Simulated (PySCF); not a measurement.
## Correlation energy of Se⁺ (selenium, charge +1)

[Ar] 3d10 4s2 4p3, high-spin 4S determinant. All numbers are calculated (PySCF 2.14, the non-relativistic Hamiltonian (point nucleus), in 6-31G*). Frozen: [Ar] 3d10; 5 electrons correlated.

MP2 pair energies summed by pair of shells (mhartree):

```tsv
pair	energy	share (%)
4s-4p	-36.96	65.8
4p-4p	-13.21	23.5
4s-4s	-5.96	10.6
```

Total MP2 correlation energy: -56.14 mhartree.

Same-spin part -14.62 and opposite-spin part -41.52 mhartree; SCS-MP2 scales them by 1/3 and 6/5 to -54.70 mhartree.

| level | correlation energy (mhartree) |
| --- | --- |
| CCSD | -71.08 |
| (T) | -0.70 |
| CCSD(T) | -71.78 |

Diagnostics: T1 = 0.0010, D1 = 0.0025, largest double amplitude 0.059.

Cost of the coupled-cluster step: 0.19 s of wall time on 1 thread of Neoverse-N1 (shared host), for 5 correlated electrons.
